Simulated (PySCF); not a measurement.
## How methods differ on the excitation energy of Zn

Zn [Ar] 3d10 4s2 (1S) → Zn [Ar] 3d10 4s1 4p1 (3P), as a difference of total energies. Computed with PySCF 2.14 in def2-QZVPPD (11s6p5d4f2g, 100 functions), with the non-relativistic Hamiltonian (point nucleus). Correlated levels: valence: [Ar] frozen; valence and next inner shell: [Ne] frozen. The calculations carry no spin-orbit coupling.

| method | excitation energy (eV) | difference from reference (eV) |
| --- | --- | --- |
| UHF | 2.562 | -1.492 |
| LDA | 4.272 | +0.218 |
| PBE | 4.035 | -0.019 |
| PBE0 | 3.734 | -0.320 |
| r2SCAN | 3.732 | -0.322 |
| MN15 | 4.070 | +0.016 |
| HSE06 | 3.780 | -0.274 |
| LC-wPBE | 3.450 | -0.604 |
| M06-L | 4.257 | +0.203 |
| MP2 (valence) | 3.715 | -0.339 |
| SCS-MP2 (valence) | 3.827 | -0.227 |
| MP2 (valence and next inner shell) | 3.780 | -0.274 |
| SCS-MP2 (valence and next inner shell) | 3.871 | -0.183 |

Reference: 4.054 eV (measured; NIST levels, between the centres of gravity of the two terms).

These non-relativistic numbers lack the scalar-relativistic shift.

Errors of the correlated levels include the incompleteness of this basis and the frozen core.
